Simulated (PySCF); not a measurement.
C7H9FN (doublet state).
Atom-mapped SMILES: `[CH3:1]/[C:2]([CH:3][C:4]#[N:5])=[C:6](/[CH3:7])[CH2:8][F:9]` (hydrogens: H10, H11, H12 on C1; H13 on C3; H14, H15, H16 on C7; H17, H18 on C8)

Structure used (GFN2-xTB), in Å, numbered top down from 1:
```xyz
18
C7H9FN angstrom
C     -1.5288   -0.9859    0.0999
C     -0.5488    0.1549    0.0596
C     -1.0431    1.4530    0.1947
C     -2.3866    1.7440    0.3462
N     -3.5030    2.0138    0.4690
C      0.8004   -0.1053   -0.0998
C      1.8535    0.9439   -0.1989
C      1.2536   -1.5316   -0.1711
F      2.6160   -1.6489   -0.2396
H     -1.4552   -1.5908   -0.8028
H     -1.3344   -1.6344    0.9537
H     -2.5451   -0.6096    0.1811
H     -0.3848    2.3085    0.1949
H      2.7035    0.5702   -0.7653
H      1.4821    1.8450   -0.6790
H      2.2194    1.2112    0.7957
H      0.8546   -2.0324   -1.0651
H      0.9380   -2.0993    0.7151
```

The hyperfine couplings belong to this conformer and change with its torsions.

Computed, not measured: UKS B3LYP, pcH-1 on C F H N, non-relativistic, mean-field spin-orbit, GIAO (PySCF). Isolated species at its GFN2-xTB geometry (one conformer only). GFN2-xTB frequencies show an imaginary mode (62i cm⁻¹), so this geometry is no minimum at that level. A GFN2-xTB geometry isn't a minimum of the functional, and hyperfine couplings can be far from their values at a DFT geometry. No stability test was run, so a lower SCF solution isn't excluded. ⟨S²⟩ is 0.778 where a pure state has 0.75.

(1) Give the principal g shifts and their parts.

(2) At 9.566 GHz, how far is the centre of the isotropic spectrum from where a free electron (g = 2.002319) resonates?

(3) Average each term over the three axes. Which is largest in size?

(4) What effective moment and Curie constant follow for a powder?

(5) In a frozen sample, at which fields do the three g values resonate at 9.5, 34, 94 and 263 GHz (hyperfine left aside), and which band first spreads them over more than twice a line width of 0.5 mT?

## Answers

(1) 
```csv
Δg (ppm),1,2,3
relativistic mass correction,-160,-160,-160
gauge correction,-7,30,30
orbital Zeeman/spin–orbit,6,941,1001
total,-160,812,871
```

So g = 2.00216, 2.00313, 2.00319 and g_iso = 2.00283; the tensor is close to axial: the two nearest values differ by 6 % of g3 − g1. Axes: g3 points within 4° of the C3–H13 bond.

(2) B = hν/(g μB) with μB/h = 13.99624 MHz/mT gives 341.34 mT for the free electron and 341.25 mT at g_iso, 0.09 mT lower.

(3) The orbital-Zeeman/spin–orbit term 649, the mass correction -160 and the gauge correction 18 ppm, for a total of 508 ppm. The orbital-Zeeman/spin–orbit term is the largest in size. The mass correction is the same along every axis, so the anisotropy comes from the other two: their spans along these axes are 37 (gauge) and 995 ppm (orbital Zeeman/spin–orbit).

(4) With the mean of g² = 4.0113 and S(S+1) = 0.75: μ_eff = √(⟨g²⟩S(S+1)) = 1.734 μB and χT = 0.12505·⟨g²⟩·S(S+1) = 0.376 cm³ K/mol (cgs; spin-Hamiltonian part alone).

(5) 
```
band    GHz  B(g3) mT  B(g2) mT  B(g1) mT  spread mT
   X    9.5    338.84    338.85    339.01       0.17
   Q   34.0   1212.68   1212.71   1213.30       0.62
   W   94.0   3352.70   3352.79   3354.42       1.73
   J  263.0   9380.41   9380.69   9385.25       4.83
```

The spread grows in proportion to the frequency. W band is the first where it exceeds 1.0 mT.

Largest spin populations (Mulliken): C6 (+0.56), C3 (+0.55), N5 (+0.25) and C2 (-0.21). Three atoms exceed +0.15. The angles at C6 add up to 360.0°, so it is planar.

The HOMO–LUMO gaps are 5.52 eV among the α and 4.48 eV among the β orbitals.

The run took 1.8 min of wall time (grids of density and orbitals included) on one thread of an Arm Neoverse V2, on a shared host, and the process peaked at 0.98 GiB of memory.
